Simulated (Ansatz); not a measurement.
Reaction (ligand exchange at the Sb–O bond): `[OH][Sb]([F])[SiH3]` + H–F → `[F][Sb]([F])[SiH3]` + H₂O

Isolated molecules relaxed with PBE0-D4/def2-TZVP in Ansatz; ΔE leaves out vibrations. CBS: MP2 limit from def2 TZ/QZ plus the TZ coupled-cluster correction, frozen cores. This one scheme is used for every species. DFT in def2-TZVPP. B3LYP here is the variant with VWN-RPA as its local correlation; programs differ in this. Elements past krypton have def2 core potentials. For Sb outer-core shells are correlated without core-valence functions, which leaves a few kJ/mol of doubt a bond. One conformer a species, not always the lowest.

CCSD(T)/CBS gives -6.2 kcal/mol.

**Question.** Another level gave -8.2 kcal/mol. Which?
A. B3LYP/def2-TZVPP
B. B2PLYP/def2-TZVPP
C. MP2/def2-TZVPP
D. SCS-MP2/def2-TZVPP

**Answer.** A. B3LYP -8.2, B2PLYP -6.9, SCS-MP2/def2-TZVPP -5.2, MP2/def2-TZVPP -4.2 kcal/mol.

**Question.** What do rigid-rotor, harmonic-oscillator terms from PBE0-D4/def2-TZVP frequencies (298.15 K, 1 bar) make of the CCSD(T)/CBS value? (An estimate is asked.)

**Answer.** Computed: ΔZPE = +0.3 kcal/mol, ΔH = -5.8 kcal/mol, ΔS = 11 J/(mol·K), ΔG = -6.6 kcal/mol.

Largest T1 diagnostic among the species: 0.015.

The D4 term adds +0.9 kcal/mol with B3LYP and +0.5 kcal/mol with PBE0; it sums over pairs of atoms, weighted by their polarisabilities, and B3LYP, whose exchange is more repulsive, gets the larger term. In def2-TZVPP, CCSD(T) changes the Hartree–Fock value by +3.4 kcal/mol (the triples alone add +0.5 kcal/mol) and MP2 by +4.3 kcal/mol. Leaving LDA and LC-ωPBE aside and taking each functional with its dispersion term where it has one, the values, not all of them listed here, spread over 2.7 kcal/mol, from B97M-V to PBE-QIDH. LDA lies +1.6 kcal/mol from PBE without D4.

CCSD(T)/CBS has its own doubt, a few kJ/mol and more with outer-core shells, so smaller differences from it don't rank the levels.
